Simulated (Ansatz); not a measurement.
The cluster Ca₂O₃H₂ (the lowest singlet isomer of a short search). Total charge 0; singlet. Geometry B3LYP-D4/def2-SVP, basis def2-TZVP, Ansatz.

Cartesian coordinates in Å:
```
Ca 1.221 0.852 -1.426
Ca -1.192 -0.663 1.524
O 3.040 0.896 -2.331
O 0.012 0.119 0.059
O -3.049 -0.975 2.290
H 3.938 0.829 -2.666
H -3.970 -1.057 2.550
```

```tsv
run	HOMO (eV)	LUMO (eV)
A	-5.68	-1.49
B	-6.08	-1.16
C	-4.97	-1.20
D	-5.05	-1.84
E	-4.98	-1.68
F	-6.24	-0.81
```

HSE06 is defined as in plane-wave codes, on full-range PBE exchange. The structure comes from a short search, and lower isomers may exist.

Q: The runs used B97M-V, HSE06, LDA (SPW92), PBE0, r2SCAN, r2SCAN0. Estimate which is which.

A: A HSE06 (range-separated); B PBE0 (25 % exact exchange); C r2SCAN (0 % exact exchange); D LDA (SPW92) (0 % exact exchange); E B97M-V (0 % exact exchange); F r2SCAN0 (25 % exact exchange). Exact exchange lowers occupied and raises empty levels; among semilocal functionals meta-GGAs tend to open the gap a little, and such runs are hard to tell apart. The gap grows from 3.20 eV (LDA (SPW92)) to 5.44 eV (r2SCAN0).
